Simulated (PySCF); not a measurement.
**Electron correlation in Rh²⁺ (rhodium, charge +2)**

[Kr] 4d6 5s1, high-spin 6D determinant (an excited configuration). Calculation: PySCF 2.14, in ANO-RCC-VTZP (7s6p4d2f1g, 68 functions); scalar relativity by spin-free X2C-1e. Frozen: [Ar] 3d10; 15 electrons correlated.

```tsv
level	correlation energy (mhartree)
CCSD	-440.37
(T)	-9.82
CCSD(T)	-450.19
```

Diagnostics: T1 = 0.0056, D1 = 0.0231, largest double amplitude 0.023.

Cost of the coupled-cluster step: of the order of 13 core-seconds, for 15 correlated electrons.

Iterations:

```
CC2 = 0
CCSD nocc = (np.int64(10), np.int64(5)), nmo = (54, 54)
frozen orbitals [[0, 1, 2, 3, 4, 5, 6, 7, 8, 9, 10, 11, 12, 13], [0, 1, 2, 3, 4, 5, 6, 7, 8, 9, 10, 11, 12, 13]]
max_cycle = 100
direct = 0
conv_tol = 1e-08
conv_tol_normt = 1e-06
diis_space = 8
diis_start_cycle = 0
Init t2, MP2 energy = -0.436185388265356
Init E_corr(UCCSD) = -0.436185388274523
cycle = 1  E_corr(UCCSD) = -0.434851861340228  dE = 0.00133352693  norm(t1,t2) = 0.0362839
cycle = 2  E_corr(UCCSD) = -0.439841837137127  dE = -0.0049899758  norm(t1,t2) = 0.00702765
cycle = 3  E_corr(UCCSD) = -0.440228064248626  dE = -0.000386227111  norm(t1,t2) = 0.0025179
cycle = 4  E_corr(UCCSD) = -0.440392253554901  dE = -0.000164189306  norm(t1,t2) = 0.00059857
cycle = 5  E_corr(UCCSD) = -0.440367722392246  dE = 2.45311627e-05  norm(t1,t2) = 0.000179141
cycle = 6  E_corr(UCCSD) = -0.440364521373  dE = 3.20101925e-06  norm(t1,t2) = 4.08686e-05
cycle = 7  E_corr(UCCSD) = -0.440367455545625  dE = -2.93417262e-06  norm(t1,t2) = 1.0109e-05
cycle = 8  E_corr(UCCSD) = -0.440367262900468  dE = 1.92645157e-07  norm(t1,t2) = 1.63928e-06
cycle = 9  E_corr(UCCSD) = -0.440367237960045  dE = 2.49404228e-08  norm(t1,t2) = 2.76293e-07
cycle = 10  E_corr(UCCSD) = -0.440367244216274  dE = -6.25622915e-09  norm(t1,t2) = 6.65245e-08
UCCSD converged
E(UCCSD) = -4780.472059173697  E_corr = -0.440367244216274
UCCSD(T) correction = -0.00982126299734434
```
